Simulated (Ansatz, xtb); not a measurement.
Stretching the Si4–H5 bond in GaH5Si (SMILES [SiH3][GaH2]) (multiplicity 1 held, fragments rigid). Energies count from the point at 1.488 Å.
Geometry at that point (charge 0, multiplicity 1):
```xyz
7

Ga     0.02140    -0.38021    -0.73001
H     -1.28898    -0.51608    -1.59459
H      1.35851    -0.96272    -1.32506
Si    -0.03928     0.73300     1.42129
H     -0.04851     2.20437     1.20142
H      1.13421     0.41106     2.27101
H     -1.26893     0.38792     2.17939
```

U- levels take the lowest unrestricted solution at each point, which mixes spins at long bonds. Active spaces are followed from a long bond inwards. Curves can end on different states.

Frozen-core correlation. Filled d and f shells under p-block atoms count as core.

Programs: Ansatz (a quantum-chemistry and plane-wave program) with Gaussian orbitals; xtb for the GFN methods. Each number belongs to the level named beside it. The GFN methods have no spin term and hold the electronic entropy of 300 K.

Energies in kcal/mol.

| R (Å) | GFN2-xTB | U-CCSD(T)/def2-TZVPP | FIC-NEVPT4(SD) on CASSCF(2,2)/def2-TZVPP | FIC-MRCISD+Q on CASSCF(2,2)/def2-TZVPP |
|---|---|---|---|---|
| 1.190 | 36.3 | 28.8 | 29.1 | 28.8 |
| 1.339 | 5.2 | 5.6 | 5.8 | 5.6 |
| 1.488 | 0.0 | 0.0 | 0.0 | 0.0 |
| 1.637 | 3.3 | 3.6 | 3.5 | 3.6 |
| 1.785 | 9.3 | 11.8 | 11.5 | 11.8 |
| 2.008 | 20.4 | 27.2 | 26.8 | 27.1 |
| 2.232 | 32.6 | 42.9 | 42.1 | 42.5 |
| 2.604 | 52.1 | 65.2 | 62.8 | 63.4 |
| 2.975 | 67.7 | 79.7 | 75.9 | 76.6 |
| 3.422 | 80.6 | 86.3 | 83.5 | 84.3 |
| 4.017 | 89.3 | 87.9 | 86.8 | 87.6 |
| 4.761 | 92.5 | 88.2 | 87.6 | 88.4 |

Doubts at one or more of the structures used: a spin-contaminated determinant (U-CCSD(T)/def2-TZVPP); T1 above 0.05 (U-CCSD(T)/def2-TZVPP).
